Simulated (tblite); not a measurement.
Species: C₄H₁₁BF₃P.
Numbering: `[BH3-:1][P@H+:2]([CH3:3])[CH2:4][CH2:5][C:6]([F:7])([F:8])[F:9]` (hydrogens: H10, H11, H12 on B1; H13 on P2; H14, H15, H16 on C3; H17, H18 on C4; H19, H20 on C5)

Computed with GFN2-xTB (tblite), gas phase: L-BFGS steps from a force-field or distance-geometry start until the largest atomic force falls under 0.01 eV/Å.

At the end of the run (lengths in Å): B1–P2 1.911, C6–F7 1.341, C6–F9 1.340, C6–F8 1.345, C3–H15 1.089, P2–C4 1.849, C5–H19 1.092, C3–P2–C4 101.6°, B1–P2–C3 116.2°, B1–P2–C4 115.3°, F7–C6–F8 106.2°, B1–P2–C4–C5 -57°, P2–C4–C5–C6 176°, C4–C5–C6–F7 -61°, H13–P2–C4–C5 74°, H10–B1–P2–C3 -178°.

**Question.** These geometries were met on the way; a selection of coordinates is given. Order them by energy above the end point, lowest first.
A. B1–P2 1.867, C6–F7 1.358, C6–F9 1.356, C6–F8 1.362, C3–H15 1.103, P2–C4 1.850, C5–H19 1.099, C3–P2–C4 107.4°, B1–P2–C3 110.8°, B1–P2–C4 111.5°, F7–C6–F8 108.6°, B1–P2–C4–C5 -64°, P2–C4–C5–C6 180°, C4–C5–C6–F7 -61°, H13–P2–C4–C5 58°, H10–B1–P2–C3 -162°
B. B1–P2 1.884, C6–F7 1.385, C6–F9 1.383, C6–F8 1.383, C3–H15 1.121, P2–C4 1.825, C5–H19 1.116, C3–P2–C4 108.6°, B1–P2–C3 109.5°, B1–P2–C4 110.2°, F7–C6–F8 108.9°, B1–P2–C4–C5 -65°, P2–C4–C5–C6 -178°, C4–C5–C6–F7 -60°, H13–P2–C4–C5 56°, H10–B1–P2–C3 -162°
C. B1–P2 1.886, C6–F7 1.339, C6–F9 1.340, C6–F8 1.341, C3–H15 1.090, P2–C4 1.859, C5–H19 1.090, C3–P2–C4 105.4°, B1–P2–C3 113.6°, B1–P2–C4 113.9°, F7–C6–F8 105.5°, B1–P2–C4–C5 -62°, P2–C4–C5–C6 178°, C4–C5–C6–F7 -61°, H13–P2–C4–C5 64°, H10–B1–P2–C3 -162°
D. B1–P2 1.905, C6–F7 1.341, C6–F9 1.341, C6–F8 1.346, C3–H15 1.089, P2–C4 1.850, C5–H19 1.095, C3–P2–C4 104.9°, B1–P2–C3 114.4°, B1–P2–C4 114.8°, F7–C6–F8 106.8°, B1–P2–C4–C5 -62°, P2–C4–C5–C6 176°, C4–C5–C6–F7 -61°, H13–P2–C4–C5 68°, H10–B1–P2–C3 -163°
E. B1–P2 1.859, C6–F7 1.332, C6–F9 1.330, C6–F8 1.340, C3–H15 1.086, P2–C4 1.869, C5–H19 1.091, C3–P2–C4 106.2°, B1–P2–C3 112.3°, B1–P2–C4 113.0°, F7–C6–F8 107.2°, B1–P2–C4–C5 -63°, P2–C4–C5–C6 179°, C4–C5–C6–F7 -61°, H13–P2–C4–C5 61°, H10–B1–P2–C3 -162°

**Answer.** D (0.050 eV), C (0.091 eV), E (0.166 eV), A (0.294 eV), B (0.524 eV).

```csv
step,E above end (eV),"rms distance from the end, all atoms (Å)",largest force (eV/Å),rms shift of all bonds from the end (Å)
8,0.050,0.131,0.285,0.004
4,0.091,0.143,0.433,0.007
2,0.166,0.149,0.760,0.015
1,0.294,0.153,1.108,0.014
0,0.524,0.157,2.158,0.023
```

Rows stand in the order of the answer.
